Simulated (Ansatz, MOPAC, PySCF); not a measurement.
Series GeXY, Y = H, computed as singlets and as triplets. All species are isolated molecules in the gas phase. One relaxed conformer stands for each flexible species; it need not be the lowest. Strings in code marks are SMILES.

Quantity: adiabatic spin-state energy, in kJ/mol. HF references are unrestricted for open shells and restricted for singlets. The restricted reference of `[GeH2]`, `[CH3][GeH]`, `[Cl][GeH]`, `[SiH3][GeH]` and `[C-]#[N+][GeH]` is unstable towards unrestricted orbitals. Semi-empirical values (MOPAC) are differences of heats of formation.

Level 1: frozen-core CCSDT(Q)/cc-pVDZ // PBE0-D3(BJ)/def2-TZVP (Ansatz, an electronic-structure program)
Level 2: PBE-D3(BJ)/def2-TZVP // PBE0-D3(BJ)/def2-TZVP (PySCF)
Level 3: B3LYP/6-311+G** (LANL2DZ on Ge) // PBE0-D3(BJ)/def2-TZVP (PySCF)
Level 4: PM3 // PBE0-D3(BJ)/def2-TZVP (MOPAC)

```csv
species,level 1,level 2,level 3,level 4
`[SH][GeH]`: multiplicity 3 minus multiplicity 1,158.1,162.6,154.2,-53.0
`[F][GeH]`: multiplicity 3 minus multiplicity 1,177.3,180.2,173.7,-128.2
`[GeH2]`: multiplicity 3 minus multiplicity 1,90.2,98.5,90.7,-95.8
`[NH2][GeH]`: multiplicity 3 minus multiplicity 1,175.8,176.1,175.6,-19.57
`[C-]#[N+][GeH]`: multiplicity 3 minus multiplicity 1,150.6,153.1,149.1,-141.8
`[Cl][GeH]`: multiplicity 3 minus multiplicity 1,156.7,162.0,154.8,-111.2
`[CH3][GeH]`: multiplicity 3 minus multiplicity 1,99.4,107.6,101.8,-102.4
`[SiH3][GeH]`: multiplicity 3 minus multiplicity 1,61.9,69.2,63.1,-100.8
```
